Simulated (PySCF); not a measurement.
Molecule: `O[SiH](OC(C)C)O`, C$_{3}$H$_{10}$O$_{3}$Si.

Bonds (- single, = double, # triple, : aromatic): C1-C2, C2-C3, C2-O4, O4-Si5, Si5-O6, Si5-O7. C1 carries H8, H9, H10; C2 carries H11; C3 carries H12, H13, H14; Si5 carries H15; O6 carries H16; O7 carries H17.

Frames of a GFN2-xTB Langevin trajectory at 300 K; GIAO PBE0/pcSseg-1 shieldings in PySCF 2.14, gas phase, non-relativistic; equivalent atoms averaged within each frame.

Chemical shifts δ = σref − σ; $^{13}$C (186.93 ppm), $^{29}$Si (349.16 ppm), $^{1}$H (31.72 ppm) vs TMS; $^{17}$O (336.08 ppm) against H2O, all at this level. The references are static minima.

Question: How do the shifts (ppm) fluctuate along the trajectory?

Answer: 
```tsv
time (fs)	C2	C1/C3	O4	O6/O7	Si5	H11	H15	H16/H17	H8/H9/H10/H12/H13/H14
250	71.1	28.5	106.3	60.0	-54.8	4.62	4.36	1.78	1.59
425	65.0	28.1	110.1	69.6	-54.3	4.24	4.38	2.23	1.34
625	71.0	36.2	94.6	72.7	-52.2	4.21	4.02	2.53	2.21
800	59.4	27.7	102.5	49.2	-61.3	3.28	3.84	1.17	1.74
1000	73.6	33.2	123.3	63.6	-57.3	4.79	5.34	2.38	2.07
mean of frames	68.0	30.7	107.4	63.0	-56.0	4.23	4.39	2.02	1.79
standard deviation	5.8	3.8	10.6	9.2	3.5	0.59	0.58	0.55	0.35
```

5 frames give an uncertainty of the mean of about the standard deviation over 2.2 at best, since frames this close in time may not be independent; classical motion lacks zero-point vibration, and the reference would need the same averaging.
